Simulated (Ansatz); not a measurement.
Si₅Cl₂, relaxed as a singlet with RKS r2SCAN-D4/def2-SVP in Ansatz, starting from the GFN2-xTB geometry. Force threshold 0.02 eV/Å.

The structure comes from a short search, and lower isomers may exist.

Start:

```xyz
7

Si    0.959   -4.133   -1.037
Si   -0.076   -2.415   -0.111
Si   -1.535    3.822    1.455
Si   -1.340    1.642    1.156
Si   -0.651   -0.355    0.480
Cl    0.115    4.592    0.251
Cl    2.528   -3.154   -2.194
```

**Question.** Estimate the energy that the relaxation releases and the steps that it takes.

**Answer.** 3.74 eV, in 44 steps; 4.2 min on 4 threads of Intel Xeon on a shared host. No frequencies were taken in this run, so the end may be a saddle point.

**Question.** Does the start keep its bonding and symmetry?

**Answer.** Bonds formed: Si1–Si3, Si1–Si4, Si2–Si4 (atoms count from 1). The end is the same structure that another start reached, the lowest one found.

**Question.** Predict the relaxed structure.

**Answer.** 
| atom | x (Å) | y (Å) | z (Å) |
| --- | --- | --- | --- |
| Si1 | -0.4360 | -1.1218 | 0.3387 |
| Si2 | 1.8040 | -0.6434 | 0.1313 |
| Si3 | -2.0484 | 0.6503 | 0.4326 |
| Si4 | 0.2609 | 0.8215 | -0.9507 |
| Si5 | 2.5126 | 1.2048 | -1.0361 |
| Cl6 | -1.1123 | 1.8240 | 1.9592 |
| Cl7 | -0.9809 | -2.7354 | -0.8750 |
Bond lengths: 6 × Si–Si 2.29 to 2.43 Å; 2 × Cl–Si 2.09 to 2.14 Å.
